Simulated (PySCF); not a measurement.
# Reading the logs of faulty runs: AlCClGeH2

All numbers below are calculated, not measured. The program is PySCF 2.14.0, an open-source quantum chemistry code, run on an isolated molecule that a program drew, which may never have been made. The molecule is AlCClGeH2 (charge 0, singlet), drawn as the SMILES string `[Al][CH]=[GeH][Cl]`.

Each row is a Hartree-Fock (HF) and frozen-core CCSD(T) single point in the cc-pV(D+d)Z basis, meant for a local HF minimum. Run 1 is clean. Each other run has one planted mistake out of seven kinds, and not every kind appears here: one electron removed, one electron added, multiplicity raised by two, geometry at a saddle point, minimal basis STO-3G, one bond length entered in bohr, all coordinates scaled. The reference is restricted for singlets and unrestricted otherwise, and also for a bond in bohr. Adding or removing an electron swaps singlet and doublet. Electrons count all cores. HOMO and LUMO are orbital energies over both spins, the gradient is its largest component, and the lowest frequency (negative if imaginary) is given only where the gradient is small. Bond lengths are over the 5 bonds as drawn. T1 is the CCSD diagnostic: over 0.02 (restricted) or 0.045 (unrestricted) a single reference is doubtful. Germanium has the cc-pVDZ-PP basis, with a core potential (ECP10MDF) in place of its 10 inner electrons, and its 3s, 3p and 3d shells are frozen in CCSD(T).

Geometry of the clean run:
```xyz
6
AlCClGeH2, angstrom
Al   -2.6697    2.2352   -1.2227
C    -1.2896    2.0653   -2.6135
Ge    0.4136    1.7417   -2.2785
Cl    1.9451    1.5507   -3.7830
H    -1.5123    2.1638   -3.6780
H     1.1023    1.5449   -0.9443
```

```
run  electrons  basis functions  <S^2>  HOMO (eV)  LUMO (eV)  gradient (hartree/bohr)  lowest frequency (cm^-1)  mean bond (Å)  longest bond (Å)      T1  HF (hartree)  CCSD(T) (hartree)                          mistake
  1         70               93  0.000      -7.85       0.93                  3.0e-05                        81         1.6988             2.155  0.0147   -1033.80557        -1034.27427                         no fault
  2         70               93  1.461      -7.84      -0.93                  3.1e-02                         -         2.0823             4.073  0.0622   -1033.70629        -1034.14522  one bond length entered in bohr
  3         70               93  0.000      -7.99       0.81                  1.8e-02                         -         1.7430             2.211  0.0155   -1033.80174        -1034.27445           all coordinates scaled
  4         70               93  2.076      -6.23       0.13                  1.1e-02                         -         1.6988             2.155  0.0278   -1033.75461        -1034.19716       multiplicity raised by two
  5         71               93  1.193      -0.33       5.62                  3.0e-02                         -         1.6988             2.155  0.0529   -1033.79686        -1034.27124               one electron added
  6         69               93  0.775     -13.74      -5.92                  3.4e-02                         -         1.6988             2.155  0.0188   -1033.55434        -1033.98928                                ?
```

**Which mistake was planted in run 6, and what did it cost?**

It counts 69 electrons, one fewer than the clean run, at the same geometry and basis. So the mistake is: one electron removed. Subtracting run 1 and multiplying by 627.51 kcal/mol a hartree, the energy moved by 157.6 kcal/mol in HF and 178.8 kcal/mol in CCSD(T).

Cautions from the logs. Run 2: T1 is over the limit, so its CCSD(T) energy is less reliable; run 5: T1 is over the limit, so its CCSD(T) energy is less reliable and the added electron raises the CCSD(T) energy, so it isn't bound in this basis.
